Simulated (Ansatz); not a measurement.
An input meant for [NbO4]3- (NbO4³⁻) (charge -3, singlet).

```yaml
crystal:
  periodic: [false, false, false]
  atoms:
    - {symbol: Nb, position_ang: [-0.000265, -0.000543, -0.000183]}
    - {symbol: O, position_ang: [0.011458, -0.018792, 1.896279]}
    - {symbol: O, position_ang: [1.784370, 0.011641, -0.642424]}
    - {symbol: O, position_ang: [-0.901391, 1.552694, -0.611097]}
    - {symbol: O, position_ang: [-0.894172, -1.544999, -0.642575]}
basis:
  gaussian: {orbitals: STO-3G}
total_charge: -3
magnetization: {spin_polarized: true, initial_magnetization: 8}
hamiltonian: {xc: {name: revPBE}}
accuracy: high
scf: {omitted_lower_state_checks: [starts]}
output: {forces: true}
```

```sh
$ ansatz run in.yaml --threads 4 --pin off --events-out ev --progress --plain --max-ram 3916MiB
```

It prints (some lines left out):

```
Functional definition: revPBE
994 factors; integrals over basis functions are off by at most 4.3e-9 eV
mean field evaluation 1: about -109160.3395 eV, gradient 6.0e1 eV
mean field evaluation 2: about -109122.5332 eV, gradient 8.6e1 eV
mean field evaluation 4: about -109137.6451 eV, gradient 6.1e1 eV
mean field evaluation 8: about -109181.9947 eV, gradient 9.1e-1 eV
mean field evaluation 16: about -109182.1006 eV, gradient 2.1e-1 eV
mean field evaluation 32: about -109182.0946 eV, gradient 2.8e-8 eV
mean field -109182.09464832 eV, -4012.3679720440 hartree, gradient 4.4e-8 eV, S^2 20.002040; 0 other end points of the search recorded, 0 dependent functions left out
reference -109182.09465107 eV, -4012.3679721451 hartree; 42, 34 occupied and 5, 13 virtual orbitals, 994 factors
Total energy: -109182.09465107 eV, -4012.3679721451 hartree
Atom 0 at    -0.000265    -0.000543    -0.000183 Å, force     1.839551    -0.152457    -1.005902 eV/Å
Atom 1 at     0.011458    -0.018792     1.896279 Å, force     0.146739    -0.042542     8.198530 eV/Å
Atom 2 at     1.784370     0.011641    -0.642424 Å, force     5.514245     0.069853    -1.906972 eV/Å
Atom 3 at    -0.901391     1.552694    -0.611097 Å, force    -3.771267     6.340158    -2.581590 eV/Å
Atom 4 at    -0.894172    -1.544999    -0.642575 Å, force    -3.729268    -6.215012    -2.704066 eV/Å
Dipole moment:     0.059691     0.005175    -0.059147 e Å
Checks for a lower state left out: starts
```

(1) What is wrong with this run?

Results:

(1) The spin is set far too high (8 unpaired electrons typed, 0 in the singlet as meant). Self-consistency was reached. The result belongs to that input, not to the species as meant. The highest occupied level of an anion often lies above zero with these methods, and sets without diffuse functions describe the outer electron poorly.
